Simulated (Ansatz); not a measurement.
Gas-phase electronic energies from Ansatz, PBE0-D4/def2-TZVP geometries. CCSD(T)/CBS adds triple-zeta CCSD(T) − MP2 to the extrapolated MP2 energy (def2 sets, frozen cores). This one scheme is used for every species. DFT in def2-TZVPP. HSE06 is defined as in plane-wave codes. For Se outer-core shells are correlated without core-valence functions, which leaves a few kJ/mol of doubt a bond. Scalar relativity is left out up to krypton.

Consider the silylene loss: `[AlH2][Se][SiH3]` → `[AlH2][SeH]` + `[SiH2]`.

| level | ΔE (kJ/mol) |
| --- | --- |
| PBE0-D4 | 313.5 |
| BLYP | 262.9 |
| HSE06 | 306.1 |
| MP2/CBS(def2) | 326.8 |

**Question.** What does CCSD(T)/CBS give? (Best estimate.)

**Answer.** Computed: +301.6 kJ/mol. The listed levels differ from it by 11.9, -38.7, 4.5, 25.2 kJ/mol.

Largest T1 diagnostic among the species: 0.014.

The D4 term adds +14.4 kJ/mol with B3LYP and +7.7 kJ/mol with PBE0; it sums over pairs of atoms, weighted by their polarisabilities, and B3LYP, whose exchange is more repulsive, gets the larger term. At CCSD(T), def2-SVP lies −26.2 kJ/mol from the extrapolated value and def2-TZVPP −10.7 kJ/mol.

B3LYP here is the variant with VWN-RPA as its local correlation; programs differ in this.
